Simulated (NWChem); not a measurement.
Molecule: CH3ClFGaO; SMILES C[O][Ga]([F])[Cl]

```xyz
8

Ga     0.4215    -0.0025     0.0000
F      2.0865     0.5060     0.0000
Cl    -1.1193     1.4968     0.0000
O      0.0936    -1.7469     0.0000
C     -1.2306    -2.2816     0.0000
H     -1.3593    -2.9068    -0.8909
H     -1.3593    -2.9068     0.8909
H     -2.0090    -1.5084     0.0000
```
Atoms are numbered in this order, from 1.

Level: B3LYP/6-31G* (spherical d) (NWChem), optimised geometry, unscaled harmonic frequencies. 

| frequency (cm⁻¹) | IR intensity (km/mol) |
|---|---|
| 31 | 0.9 |
| 98 | 0.9 |
| 104 | 4.4 |
| 169 | 32.3 |
| 169 | 16.0 |
| 285 | 16.7 |
| 406 | 33.3 |
| 622 | 72.0 |
| 718 | 69.0 |
| 1087 | 190.2 |
| 1184 | 0.1 |
| 1212 | 5.6 |
| 1509 | 19.1 |
| 1524 | 1.0 |
| 1533 | 3.5 |
| 3033 | 59.3 |
| 3102 | 30.9 |
| 3111 | 30.3 |

```
Quantity                                                                           Result
-----------------------------------------------------------------------  ----------------
zero-point energy                                                           28.4 kcal/mol
thermal correction to the enthalpy at 298.15 K (with zero-point energy)     33.7 kcal/mol
heat capacity Cv                                                         21.4 cal/(mol K)
entropy at 298.15 K and 1 atm (symmetry number 1)                        89.7 cal/(mol K)
dipole moment                                                                      2.34 D
```

Rigid rotor and harmonic oscillator; modes under 100 cm⁻¹ make the entropy uncertain.
